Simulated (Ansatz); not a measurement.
C3H6BNO. The species carries charge 0 and has multiplicity 1. The bonds changed during the relaxation, so this is another structure than the one it started from. All single points use the PBE0-D4/def2-TZVP geometry. It is one conformer, not always the lowest.

```xyz
12

C     1.592    1.043   -0.511
C     0.435    0.446   -0.801
C    -0.438   -0.137    0.202
N     0.126   -0.672    1.266
B    -1.959   -0.441   -0.158
O    -1.642   -1.365   -0.988
H     1.964    1.121    0.505
H     2.183    1.516   -1.286
H     0.054    0.424   -1.813
H    -0.434   -1.019    2.026
H     1.106   -0.919    1.267
H    -2.986    0.002    0.289
```

(1) What is the dipole moment at r2SCAN/def2-TZVPP? (Best estimate.)

(2) And with PBE, B3LYP, ωB97M-V? (Estimate.)

(3) Give the Mulliken charges with r2SCAN, B3LYP, PBE in def2-TZVPP. (An estimate is asked.)

## Answers

(1) Ansatz gave: 4.91 D, with components (3.39, 1.33, 3.29) D in this frame, pointing from negative to positive charge.

(2) Computed: PBE 4.73 D, B3LYP 5.16 D, ωB97M-V 5.50 D.

(3) Computed: 
```tsv
atom	r2SCAN	B3LYP	PBE
C1	-0.19	-0.23	-0.21
C2	-0.12	-0.14	-0.13
C3	0.23	0.22	0.19
N4	-0.24	-0.20	-0.19
B5	0.07	0.01	-0.03
O6	-0.35	-0.34	-0.27
H7	0.08	0.10	0.08
H8	0.09	0.12	0.10
H9	0.10	0.14	0.12
H10	0.19	0.18	0.20
H11	0.18	0.17	0.17
H12	-0.06	-0.03	-0.05
```

B3LYP here is the variant with VWN-RPA as its local correlation; programs differ in this.
